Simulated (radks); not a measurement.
Species: Br I. Configuration: [Ar] 3d9.5 4s2 4p5.5 (fractional occupations, a model configuration). All-electron calculation, scalar-relativistic Kohn-Sham, LDA (Slater exchange, Perdew-Wang correlation), spin-unpolarised, spherical densities, point nucleus. Program: a radial shooting solver on a logarithmic mesh with Libxc functionals.

Normalised radial functions P(r) = r R(r), r in bohr:

r	2s
0.002452	0.3194
0.003688	0.4529
0.005502	0.6233
0.008274	0.8325
0.01234	1.0444
0.01856	1.1945
0.02791	1.1384
0.04164	0.7003
0.06262	-0.2542
0.09342	-1.4876
0.1405	-2.3594
0.2096	-2.1454
0.3152	-1.0932
0.4702	-0.2736
0.707	-0.0243
1.055	-0.0006
1.586	0.0000
2.366	0.0000
3.558	0.0000
5.309	0.0000

2s: eigenvalue -1738.8 eV, 1 radial node at r = 0.0572 bohr, <r> = 0.190 bohr, 90 % of the charge inside 0.293 bohr.
